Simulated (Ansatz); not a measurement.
C3H5AlS (`S[CH2][Al]1[CH]=[CH]1`). Total charge 0; spin multiplicity 1. Geometry: relaxed with PBE0-D4/def2-TZVP. It is one conformer, not always the lowest.

```xyz
10

S     1.759    0.946   -1.240
C    -0.070    1.047   -1.461
Al   -0.342   -0.191   -0.003
C    -0.504   -0.728    1.765
C    -0.638   -1.779    0.902
H     1.827    1.597   -0.066
H    -0.413    2.079   -1.457
H    -0.255    0.613   -2.445
H    -0.551   -0.760    2.853
H    -0.813   -2.825    1.152
```

Problem. What is the dipole moment at r2SCAN/def2-TZVPP? (An estimate is asked.)

Solution. Computed: 1.99 D, with components (-0.22, 1.63, -1.11) D in this frame, pointing from negative to positive charge.

Problem. And with PBE, B3LYP, ωB97M-V? (Estimate.)

Solution. The calculation gave: PBE 1.94 D, B3LYP 2.03 D, ωB97M-V 2.05 D.

Problem. Give the Mulliken charges with r2SCAN, PBE, B3LYP in def2-TZVPP. (Best estimate.)

Solution. Computed: 
```
atom  r2SCAN    PBE  B3LYP
  S1   -0.14  -0.14  -0.13
  C2   -0.25  -0.27  -0.29
 Al3    0.44   0.21   0.30
  C4   -0.24  -0.20  -0.23
  C5   -0.22  -0.17  -0.22
  H6    0.11   0.13   0.12
  H7    0.10   0.13   0.13
  H8    0.10   0.13   0.12
  H9    0.05   0.09   0.10
 H10    0.05   0.09   0.10
```

B3LYP here is the variant with VWN-RPA as its local correlation; programs differ in this.
